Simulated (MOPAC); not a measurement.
Input for MOPAC: AM1 on CH5InO (SMILES [CH3][InH][OH]), a point of a torsion scan.

```
AM1 1SCF PRECISE CHARGE=0 THREADS=1
CH5InO

C     -1.40338857 1    -0.31616435 1     0.14714163 1
In     0.36332386 1     0.98607235 1     0.34012147 1
O      0.29551092 1     2.37155304 1    -1.02948141 1
H     -1.35561481 1    -0.74767441 1    -0.84969548 1
H     -2.26725167 1     0.34033380 1     0.21759876 1
H     -1.44659720 1    -1.09450908 1     0.90264277 1
H      1.75196700 1     1.07612705 1     1.37703605 1
H      0.96779013 1     3.04256163 1    -1.12656879 1
```

Output:

```
*******************************************************************************
 **                                                                           **
 **                              MOPAC v23.2.5                                **
 **                                                                           **
 *******************************************************************************
 ** MOPAC's Digital Object Identifier: https://doi.org/10.5281/zenodo.6511958 **
 **                                                                           **
 ** Please cite the open-source release paper for use of this MOPAC version:  **
 ** J. E. Moussa and J. J. P. Stewart (2026)                                  **
 ** MOPAC: An open-source semiempirical molecular orbital program             **
 ** J. Open Source Softw., 11(119), 8025, https://doi.org/10.21105/joss.08025 **
 *******************************************************************************

                              AM1 CALCULATION RESULTS

 *******************************************************************************
 *  AM1        - The AM1 Hamiltonian to be used
 *
 *
 *
 *                 CHARGE ON SYSTEM = 0
 *
 *
 *
 *  PRECISE    - TIGHTER CRITERIA TO BE USED
 *  1SCF       - DO 1 SCF AND THEN STOP
 *  THREADS=1  - MULTI-THREADING NOT USED
 *  T=         - A TIME OF 172800.0 SECONDS REQUESTED
 *  DUMP=N     - RESTART FILE WRITTEN EVERY 7200.0 SECONDS REQUESTED
 *******************************************************************************
AM1 1SCF PRECISE CHARGE=0 THREADS=1
 CH5InO

   ATOM   CHEMICAL          X               Y               Z
  NUMBER   SYMBOL      (ANGSTROMS)     (ANGSTROMS)     (ANGSTROMS)

     1       C         -1.40338857  *  -0.31616435  *   0.14714163  *
     2      In          0.36332386  *   0.98607235  *   0.34012147  *
     3       O          0.29551092  *   2.37155304  *  -1.02948141  *
     4       H         -1.35561481  *  -0.74767441  *  -0.84969548  *
     5       H         -2.26725167  *   0.34033380  *   0.21759876  *
     6       H         -1.44659720  *  -1.09450908  *   0.90264277  *
     7       H          1.75196700  *   1.07612705  *   1.37703605  *
     8       H          0.96779013  *   3.04256163  *  -1.12656879  *



          CARTESIAN COORDINATES

    NO.       ATOM           X           Y           Z

     1         C         -1.4034     -0.3162      0.1471
     2        In          0.3633      0.9861      0.3401
     3         O          0.2955      2.3716     -1.0295
     4         H         -1.3556     -0.7477     -0.8497
     5         H         -2.2673      0.3403      0.2176
     6         H         -1.4466     -1.0945      0.9026
     7         H          1.7520      1.0761      1.3770
     8         H          0.9678      3.0426     -1.1266

  H: (AM1): M.J.S. DEWAR ET AL, J. AM. CHEM. SOC. 107 3902-3909 (1985)
  C: (AM1): M.J.S. DEWAR ET AL, J. AM. CHEM. SOC. 107 3902-3909 (1985)
  O: (AM1): M.J.S. DEWAR ET AL, J. AM. CHEM. SOC. 107 3902-3909 (1985)
 In: (AM1): J. J. P. STEWART, J. MOL. MOD., 10, 155-164 (2004)

           Empirical Formula: C H5 O In  =     8 atoms



      MOLECULAR POINT GROUP   :   Cs


      RHF CALCULATION, NO. OF DOUBLY OCCUPIED LEVELS = 9


 -------------------------------------------------------------------------------
 AM1 1SCF PRECISE CHARGE=0 THREADS=1
 CH5InO



     1SCF WAS SPECIFIED, SO BFGS WAS NOT USED
     SCF FIELD WAS ACHIEVED


                              AM1 CALCULATION
                                                       MOPAC v23.2.5 Linux




          FINAL HEAT OF FORMATION =         10.85416 KCAL/MOL =      45.41380 KJ/MOL


          COSMO AREA              =        107.06 SQUARE ANGSTROMS
          COSMO VOLUME            =         89.31 CUBIC ANGSTROMS

          IONIZATION POTENTIAL    =         10.082492 EV
          HOMO LUMO ENERGIES (EV) =        -10.082 -0.743
          NO. OF FILLED LEVELS    =          9
          MOLECULAR WEIGHT        =        147.8699         POINT GROUP:  Cs

          MOLECULAR DIMENSIONS (Angstroms)

            Atom       Atom       Distance
            H     8    H     6     5.20215
            H     7    H     5     3.74790
            H     5    H     4     1.71841


          SCF CALCULATIONS        =          1





   ATOM   CHEMICAL          X               Y               Z
  NUMBER   SYMBOL      (ANGSTROMS)     (ANGSTROMS)     (ANGSTROMS)

     1       C         -1.40338857  *  -0.31616435  *   0.14714163  *
     2      In          0.36332386  *   0.98607235  *   0.34012147  *
     3       O          0.29551092  *   2.37155304  *  -1.02948141  *
     4       H         -1.35561481  *  -0.74767441  *  -0.84969548  *
     5       H         -2.26725167  *   0.34033380  *   0.21759876  *
     6       H         -1.44659720  *  -1.09450908  *   0.90264277  *
     7       H          1.75196700  *   1.07612705  *   1.37703605  *
     8       H          0.96779013  *   3.04256163  *  -1.12656879  *

                             CARTESIAN COORDINATES

   1    C       -1.403388570    -0.316164350     0.147141630
   2   In        0.363323860     0.986072350     0.340121470
   3    O        0.295510920     2.371553040    -1.029481410
   4    H       -1.355614810    -0.747674410    -0.849695480
   5    H       -2.267251670     0.340333800     0.217598760
   6    H       -1.446597200    -1.094509080     0.902642770
   7    H        1.751967000     1.076127050     1.377036050
   8    H        0.967790130     3.042561630    -1.126568790


           Empirical Formula: C H5 O In  =     8 atoms



      MOLECULAR POINT GROUP   :   Cs


                  EIGENVALUES
 -34.52587 -28.93180 -16.70458 -14.99465 -13.62591 -13.61582 -11.41645 -11.17002
 -10.08249  -0.74264  -0.19603   0.95780   1.96316   4.68629   4.74044   5.23825
   6.68611


              NET ATOMIC CHARGES AND DIPOLE CONTRIBUTIONS

  ATOM NO.   TYPE          CHARGE      No. of ELECS.   s-Pop       p-Pop
    1          C          -0.286788        4.2868     1.22572     3.06106
    2         In           0.362884        2.6371     1.28492     1.35219
    3          O          -0.568610        6.5686     1.82760     4.74101
    4          H           0.092206        0.9078     0.90779
    5          H           0.092551        0.9074     0.90745
    6          H           0.089126        0.9109     0.91087
    7          H           0.017833        0.9822     0.98217
    8          H           0.200798        0.7992     0.79920
 DIPOLE           X         Y         Z       TOTAL
 POINT-CHG.     0.615    -1.945     2.340     3.104
 HYBRID         0.131     1.272    -1.104     1.689
 SUM            0.746    -0.673     1.236     1.593


          ATOMIC ORBITAL ELECTRON POPULATIONS

     Atom    s        px        py        pz
    1  C   1.22572   1.02009   1.01113   1.02984
    2 In   1.28492   0.59295   0.39094   0.36830
    3  O   1.82760   1.54462   1.46970   1.72670
    4  H   0.90779
    5  H   0.90745
    6  H   0.91087
    7  H   0.98217
    8  H   0.79920

 **********************
 *                    *
 * JOB ENDED NORMALLY *
 *                    *
 **********************




 == MOPAC DONE ==
```

The run finished.

Cost: very roughly 0.010 core-seconds.
